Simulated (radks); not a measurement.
The numbers below are computed, except where a source is named.
Problem. The iridium ion Ir+, configuration [Xe] 4f14 5d7.5 6s0.5 (fractional occupations, a model configuration). Code: a radial shooting solver on a logarithmic mesh with Libxc functionals. Model: non-relativistic Kohn-Sham, r2SCAN, spin-polarised, spherical densities, point nucleus; open shells are filled with parallel spins first (spin-orbit coupling, left out, can overturn this in heavy ions); meta-GGA in the generalised Kohn-Sham scheme; relativity is left out, which matters for an element this heavy. Some entries of the table are withheld. Estimate them.

| orbital | occ. | eigenvalue (hartree) | <r^2> (bohr^2) | <r> (bohr) |
|---|---|---|---|---|
| 1s down | 1 | -2548.800 | 0.0005170 | 0.01967 |
| 1s up | 1 | -2548.800 | 0.0005170 | 0.01967 |
| 2s up | 1 | -424.0442 | 0.008061 | 0.08293 |
| 2s down | 1 | -424.0344 | 0.008061 | 0.08293 |
| 2p up | 3 | -407.0137 | 0.005955 | 0.07013 |
| 2p down | 3 | -407.0066 | 0.005955 | 0.07012 |
| 3s up | 1 | -98.83591 | 0.05007 | 0.2096 |
| 3s down | 1 | -98.83443 | 0.05007 | 0.2096 |
| 3p up | 3 | -90.87164 | 0.04622 | 0.2000 |
| 3p down | 3 | -90.86960 | 0.04622 | 0.2000 |
| 3d up | 5 | -76.04886 | 0.03579 | 0.1751 |
| 3d down | 5 | -76.04335 | 0.03579 | 0.1751 |
| 4s up | 1 | -20.90957 | 0.2422 | 0.4637 |
| 4s down | 1 | -20.90407 | 0.2422 | 0.4637 |
| 4p up | 3 | -17.48632 | 0.2498 | 0.4692 |
| 4p down | 3 | -17.48010 | 0.2498 | 0.4692 |
| 4d up | 5 | -11.23142 | 0.2670 | 0.4808 |
| 4d down | 5 | -11.22324 | 0.2668 | 0.4807 |
| 5s up | 1 | -3.22124 | 1.321 | 1.085 |
| 5s down | 1 | -3.15763 | 1.310 | 1.081 |
| 4f up | 7 | (1) | 0.3320 | 0.5220 |
| 4f down | 7 | (2) | 0.3299 | 0.5207 |
| 5p up | 3 | -2.17635 | (3) | 1.188 |
| 5p down | 3 | -2.10649 | (4) | 1.182 |
| 5d up | 5 | -0.59482 | 3.204 | 1.646 |
| 5d down | 2.5 | -0.51506 | 3.260 | 1.655 |
| 6s up | 0.5 | -0.41404 | 10.27 | 3.015 |
| 6s down | 0 | -0.35298 | 11.29 | 3.157 |

Solution. 
(1) 4f up eigenvalue (hartree): -2.96556
(2) 4f down eigenvalue (hartree): -2.95383
(3) 5p up <r^2> (bohr^2): 1.597
(4) 5p down <r^2> (bohr^2): 1.580
